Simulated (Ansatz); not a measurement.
C$_{2}$H$_{8}$O$_{3}$SSi, SMILES `CCS[Si](O)(O)O`. The species carries charge 0 and has multiplicity 1. The structure was optimised at the PBE0-D4/def2-TZVP level. It is one conformer, not always the lowest.

```xyz
15

C     1.643   -1.160    0.637
C     1.525    0.349    0.653
S    -0.096    0.955    1.242
Si   -1.329    0.507   -0.413
O    -1.759   -1.058   -0.616
O    -2.721    1.335   -0.184
O    -0.492    0.894   -1.760
H     2.649   -1.454    0.324
H     1.456   -1.579    1.628
H     0.927   -1.606   -0.056
H     2.244    0.791    1.345
H     1.703    0.778   -0.333
H    -2.381   -1.422    0.016
H    -2.639    2.255    0.071
H    -0.731    0.413   -2.555
```

What is the dipole moment at PBE/def2-TZVPP? (Estimate.)

Computed: 0.66 D, with components (0.24, -0.47, -0.38) D in this frame, pointing from negative to positive charge.

And with r2SCAN, B3LYP, ωB97M-V? (Estimate.)

Ansatz gave: r2SCAN 0.72 D, B3LYP 0.63 D, ωB97M-V 0.64 D.

Give the Mulliken charges with PBE, ωB97M-V, B3LYP in def2-TZVPP. (Estimate.)

Computed: 
```tsv
atom	PBE	ωB97M-V	B3LYP
C1	-0.24	-0.28	-0.23
C2	-0.07	-0.19	-0.08
S3	-0.27	-0.22	-0.28
Si4	0.57	0.67	0.73
O5	-0.35	-0.38	-0.39
O6	-0.34	-0.37	-0.38
O7	-0.34	-0.37	-0.39
H8	0.08	0.10	0.08
H9	0.08	0.10	0.08
H10	0.09	0.10	0.09
H11	0.10	0.13	0.10
H12	0.10	0.14	0.11
H13	0.20	0.19	0.19
H14	0.19	0.18	0.19
H15	0.20	0.19	0.20
```

B3LYP here is the variant with VWN-RPA as its local correlation; programs differ in this.
